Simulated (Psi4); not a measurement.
Pair of molecules, SMILES C with SMILES N#N (the first has 5 atoms); geometry from B3LYP-D3(BJ)/def2-TZVP.
(charge 0, multiplicity 1):
```xyz
7

C      0.02468    -0.04913    -0.08081
H      0.96422     0.39518     0.24492
H     -0.07878    -1.04061     0.35790
H     -0.80434     0.57915     0.24196
H      0.01840    -0.12948    -1.16685
N      0.07011    -0.40642     3.51923
N     -0.19425     0.65123     3.48367
```

The numbers are results of SAPT0/jun-cc-pV(D+d)Z (Psi4), not measurements.

Question: Which attractive term is largest, and how does the interaction split up?

Answer: electrostatics -8.9, exchange 27.4, induction -1.3, dispersion -23.6, total -6.5 meV; the largest attraction is dispersion.
